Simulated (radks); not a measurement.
Spherical quantum dot in the effective-mass picture: electrons in a hard-walled sphere of radius 7.37, with a point charge +2 (a donor) at the centre, all in effective atomic units (hartree* = m*/eps^2 hartree, bohr* = eps/m* bohr), one dielectric constant everywhere. Method: non-relativistic Kohn-Sham, PBE, spin-polarised, spherical densities; computed with a radial shooting solver with Libxc functionals. Levels are named by radial order and angular momentum (1s, 1p, 1d, 2s, ...), and open shells are averaged over m. Results are scaled to m* = 0.08 and eps = 15, for which hartree* = 9.675 meV and bohr* = 9.922 nm.

N = 19, configuration 1s2 1p6 1d(up 5, down 4) 2s2. This is the lowest configuration that the search found. Occupied and some empty levels:

level    occupation  eigenvalue (meV)  <r> (nm)
1s down           1            25.713     9.866
1s up             1            25.714     9.886
2s up             1            27.760     52.46
2s down           1            27.821     52.43
1p up             3            28.098     53.28
1p down           3            28.160     53.23
1d up             5            28.829     54.39
1d down           4            28.892     54.36
1f up             0            29.857     55.39
1f down           0            29.922     55.37
1g up             0            31.162     56.29
1g down           0            31.228     56.27
2p up             0            32.788     36.75
2p down           0            32.817     36.64

Energy (meV): total 227.662, kinetic 80.851, external -127.85, Hartree 321.51, exchange-correlation -46.856.

Electron density:

r (nm)  n(r) (e/nm^3)
3.89        0.0008188
7.53        0.0002219
11.2       0.00006645
14.8       0.00002171
18.4        8.013e-06
22.1        3.836e-06
25.7        3.020e-06
29.4        3.635e-06
33.0        5.160e-06
36.7        7.452e-06
40.3       0.00001042
43.9       0.00001385
47.6       0.00001724
51.2       0.00001981
54.8       0.00002050
58.5       0.00001842
62.1       0.00001346
65.8        7.033e-06
69.4        1.918e-06
73.1        4.094e-09
